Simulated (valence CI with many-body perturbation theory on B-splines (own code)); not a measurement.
# Sensitivity of CI+MBPT for Mn⁴⁺

Computed by valence CI with perturbative core correlation (CI+MBPT): three valence electrons over a frozen Dirac-Fock core [Ar], a basis of 6 s, 6 p, 5 d, 5 f, 1 g functions for each j, with the one-electron correlation potential Σ1, the two-electron term Σ2, the three-electron term Σ3, Breit, model QED; selected CI, second order for the rest, scaled by the run's own slope (own B-spline code, finite nucleus).

Against 23 measured levels this calculation errs by 951 cm⁻¹ on average and by 1913 at most. Only levels of the ground parity were solved; by the run's estimate the other parity begins above the list, which can be wrong where configurations are misplaced.

The reference run has the lowest level 3d3 4F_3/2 and an ionisation energy of 71.9477 eV. Its largest variational space holds 4843 state functions.

Names give the largest LS component (configuration and term), which can be under half, so a name can repeat, a term be missing and a line seem to break the LS rules; names also repeat where a configuration has a term twice.

Changed runs:
A. scale of Σ2 1 → 0.8
B. scale of Σ2 1 → 0.5
C. size limit of the variational space 10000 → 3000
D. box radius (bohr) 15.75 → 4.14 (bad on purpose)

Excitation energies of the reference run in cm⁻¹, and shifts in cm⁻¹:

| Level | Reference | A | B | C | D |
| --- | --- | --- | --- | --- | --- |
| 3d3 4F_5/2 | 352 | -6.5 | -16 | +0.1 | +0.1 |
| 3d3 4F_7/2 | 823 | -15 | -37 | 0 | +0.3 |
| 3d3 4F_9/2 | 1396 | -25 | -60 | -0.1 | +0.5 |
| 3d3 4P_1/2 | 17236 | +189 | +454 | -0.1 | +26 |
| 3d3 4P_3/2 | 17397 | +187 | +449 | 0 | +26 |
| 3d3 2G_7/2 | 17818 | +162 | +403 | -0.2 | +50 |
| 3d3 4P_5/2 | 17843 | +178 | +427 | 0 | +26 |
| 3d3 2G_9/2 | 18314 | +155 | +387 | -0.1 | +50 |
| 3d3 2P_3/2 | 23920 | +125 | +282 | -0.2 | +63 |
| 3d3 2P_1/2 | 24090 | +164 | +382 | -0.1 | +66 |
| 3d3 2H_9/2 | 24362 | +279 | +701 | -0.1 | +63 |
| 3d3 2H_11/2 | 24716 | +276 | +694 | -0.2 | +63 |
| Ionisation energy (eV) | 71.9477 | -0.5151 | -1.2666 | 0 | -0.0089 |
